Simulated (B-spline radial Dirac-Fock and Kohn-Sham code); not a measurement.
Z = 56 (barium), transition energy 465 keV. These are calculated numbers from a B-spline atomic structure program; the model is a Dirac-Hartree-Slater potential of the neutral atom with a Latter tail (no hole, which puts coefficients of high multipoles low close above an edge), finite nucleus with surface currents. Subshells that would emit electrons below 1 keV are left out.

Question: A pure transition shows α(K) = 0.0452, L1/L2 = 11.9 and L1/L3 = 34.7. What is its multipolarity?
A. E4
B. E2
C. M3
D. M1
E. M2
F. E1
G. E3
H. M4

Answer: E. For comparison, α(K), L1/L2, L1/L3 are E1 0.00334, 19.5, 15.8; E2 0.0101, 4.63, 6.71; E3 0.0277, 1.60, 3.27; E4 0.0736, 0.774, 1.86; M1 0.0136, 19.7, 84.7; M3 0.130, 7.89, 10.7; M4 0.363, 5.71, 4.77.
